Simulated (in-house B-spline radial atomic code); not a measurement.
A calculation on Ir III (Ir2+) (with a hole in an inner shell): its settings, and results tabulated from the run. Method: Dirac-Hartree-Fock, average of the jj configuration, Fermi nucleus of rms radius 5.4032 fm. Calculated with a B-spline radial code for spherical atoms.

In the input, a minus or plus after the letter marks the j = l - 1/2 or j = l + 1/2 subshell.

Command:
```bash
python run_scf.py task.json out
```
Settings (nuclear radius in fm, mass in u):
```
Z                77
configuration    1s2 2s2 2p6 3s2 3p6 3d10 4s2 4p-1 4p+4 4d10 4f14 5s2 5p6 5d7 6s1
hamiltonian      dirac
method           hf
spin_polarised   False
nucleus          fermi
rms_radius       5.4032
atomic_mass      192.96292
speed_of_light   137.035999084
```

Output (hartree, bohr):
```
 radial grid: 81 intervals, B-splines of order 8, outer radius 60 bohr

 iter        energy (Eh)    residual
    1      -17822.993792    7.48e-01
    2      -17824.054623    7.82e-02
    3      -17824.194157    1.98e-02
    4      -17824.200745    8.68e-03
    5      -17824.202136    1.86e-03
    6      -17824.202219    5.04e-04
    7      -17824.202223    5.35e-05
    8      -17824.202223    3.94e-05
    9      -17824.202223    2.84e-06
   10      -17824.202223    8.33e-08

 total energy                    -17824.20222
 kinetic                           20288.7430
 electron-nucleus                 -44638.1349
 electron-electron                  6525.1896

 first-order corrections (not in the total)
   Gaunt                            22.0530
   retardation                      -2.3375
   frequency dependence             -0.4102
   self-energy                      16.3380
   Uehling                          -3.2098
   Wichmann-Kroll                    0.1352
   recoil                            0.0310

 orbital      occ     eigenvalue          <r>       <r^2>       <1/r>       r_max    small
 1s1/2      2.000     -2817.2391    0.0174384 0.000419522     92.1354     0.01082  8.50e-02
 2s1/2      2.000      -499.3676    0.0729112  0.00635266     22.5727     0.06245  1.94e-02
 2p1/2      2.000      -477.3995     0.060247  0.00452828      22.486     0.04627  1.94e-02
 2p3/2      4.000      -417.5099    0.0685056  0.00571498       18.58     0.05338  1.74e-02
 3s1/2      2.000      -120.3168      0.18947   0.0412004     8.30256      0.1756  6.47e-03
 3p1/2      2.000      -110.4722     0.180145   0.0378683     8.19207      0.1644  6.39e-03
 3p3/2      4.000       -97.2339     0.195037   0.0441789     7.19247      0.1787  5.82e-03
 3d3/2      4.000       -81.1166     0.170486   0.0341378     7.06947      0.1398  5.68e-03
 3d5/2      6.000       -78.2879     0.175135   0.0358993     6.83508      0.1437  5.52e-03
 4s1/2      2.000       -27.8170      0.42221    0.201209     3.48906      0.3972  2.15e-03
 4p1/2      1.000       -23.8827     0.427697    0.208589     3.37226       0.397  2.05e-03
 4p3/2      4.000       -20.5653     0.457281    0.237657     3.04732      0.4254  1.86e-03
 4d3/2      4.000       -13.6076     0.469109    0.254525     2.83522      0.4204  1.65e-03
 4d5/2      6.000       -13.1594      0.47892    0.264984     2.75929      0.4293  1.60e-03
 4f5/2      6.000        -4.3405     0.514734    0.320369     2.38102      0.3906  1.24e-03
 4f7/2      8.000        -4.2681     0.520147    0.326852     2.35294      0.3952  1.21e-03
 5s1/2      2.000        -5.2253     0.976039     1.06823      1.3863       0.889  5.09e-04
 5p1/2      2.000        -3.7772      1.05475     1.25809      1.2794       0.944  4.52e-04
 5p3/2      4.000        -3.2458      1.14092     1.46963     1.15215       1.014  3.79e-04
 5d3/2      2.800        -1.3117      1.48387     2.55389    0.877038       1.218  2.29e-04
 5d5/2      4.200        -1.2593      1.52878     2.71064    0.847254       1.252  2.15e-04
 6s1/2      1.000        -0.9502      2.54989     7.28871    0.498487       2.257  7.95e-05
```

Time taken, with all properties: 1.8 s on 1 thread of Arm Neoverse V1 (shared host).

For the Dirac Hamiltonian the kinetic term is c α·p + (β - 1)c².
